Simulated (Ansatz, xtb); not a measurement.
# A geometry optimisation of CH4Sb+ with r2SCAN-D4/def2-SVP

The starting geometry of this gas-phase singlet was built from a drawn formula by distance geometry and a force field; its bonds are those of `[CH][SbH3+]`.

```xyz
6

C    -0.1219   -0.2118   -3.2563
Sb    0.6489   -1.5562   -1.7732
H     0.7356    0.1855   -3.8473
H     1.6783   -0.3738   -0.9522
H     1.4402   -2.6906   -2.8723
H    -0.9427   -1.9641   -1.0838
```

Task: Predict what it relaxes into with r2SCAN-D4/def2-SVP.

Result: It keeps its bonds, and is `[CH][SbH3+]`.

The energy falls by 0.76 eV over 19 steps:

```csv
step,E − E(last) (eV)
1,0.759
3,0.075
5,0.054
7,0.050
9,0.018
11,0.012
13,0.002
15,0.000
17,0.000
19,0.000
```

Final geometry (Å):

```yaml
atoms:
  - { symbol: C, position_ang: [0.0118, 0.2495, -3.1645] }
  - { symbol: Sb, position_ang: [0.6820, -1.4355, -1.9570] }
  - { symbol: H, position_ang: [0.3606, 0.0476, -4.2119] }
  - { symbol: H, position_ang: [1.5633, -0.7039, -0.7279] }
  - { symbol: H, position_ang: [1.5524, -2.7841, -2.4893] }
  - { symbol: H, position_ang: [-0.7318, -1.9847, -1.2346] }
```

From the same start GFN2-xTB ends elsewhere, at `[CH2]=[SbH2+]`.

The end wasn't checked by frequencies. Atoms past krypton carry core potentials, without spin–orbit terms. Run with Ansatz 0.2.0, 19 s on 2 threads of Arm Neoverse V1, with other jobs on the host.
